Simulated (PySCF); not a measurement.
## Ionisation energy of Nd⁵⁰⁺ by level of theory

Nd⁵⁰⁺ [Ne] (1S) → Nd⁵¹⁺ [He] 2s2 2p5 (2P), as a difference of total energies. Computed with PySCF 2.14 in an uncontracted even-tempered set (19 s from 27 bohr⁻², ratio 2.2; 13 p from 34 bohr⁻², ratio 2.2; 6 d from 140 bohr⁻², ratio 2.4; 5 f from 210 bohr⁻², ratio 2.4; 4 g from 320 bohr⁻², ratio 2.4), with scalar relativity by spin-free X2C-1e. Correlated levels: nothing frozen; virtual orbitals above 40 to 60 times the deepest correlated orbital energy dropped. The calculations carry no spin-orbit coupling.

```tsv
method	ionisation energy (eV)
UHF	9922.6
LDA	9918.1
PBE	9919.0
PBE0	9920.4
r2SCAN	9923.8
M06	9925.3
MN15	9927.1
MP2 (all electrons)	9924.4
SCS-MP2 (all electrons)	9924.3
```

A first-order spin-orbit estimate (lowest level to lowest level, LS coupling) adds -170.6 eV.

For this ion Breit and QED terms and the two-electron picture change, all absent here, outweigh the differences among the correlated methods.

For comparison: 9742 ± 4 eV (theoretical estimate listed by NIST; NIST Atomic Spectra Database, ionization energies).
